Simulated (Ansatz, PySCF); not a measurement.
Noncovalent pair: CH5N (SMILES CN) (first 7 atoms) with CH4S (SMILES CS); geometry from B3LYP-D3(BJ)/def2-TZVP, rigid monomers moved along the line of their centres of mass till N2···H13 is 2.48 Å.
(charge 0, multiplicity 1):
```xyz
13

C      0.4179     0.3904     0.4630
N     -0.3624    -0.8173     0.7383
H      1.4249     0.2622     0.8616
H     -0.0348     1.2331     0.9871
H      0.5030     0.6492    -0.5993
H      0.0695    -1.6356     0.3269
H     -1.2953    -0.7431     0.3505
C      1.1624     0.1104     4.6063
S     -0.6450    -0.0719     4.4524
H      1.5505     0.8286     3.8860
H      1.3594     0.4816     5.6106
H      1.6652    -0.8471     4.4832
H     -0.6385    -0.5666     3.1912
```

Counterpoise-corrected where a basis set is named; no monomer relaxation.

Correlated levels freeze the cores.

The values were computed with Ansatz (a first-principles code); PySCF for the dispersion terms. Each number belongs to the level named beside it.

### Question
What is the computed interaction energy (CCSD(T)/aug-cc-pV(D+d)Z)?

### Answer
-136 meV

### Question
What is the computed interaction energy (r2SCAN-D4/def2-TZVPPD)?

### Answer
-154 meV

### Question
Give the interaction energy at the level SCS-MP2/aug-cc-pV(D+d)Z.

### Answer
-119 meV
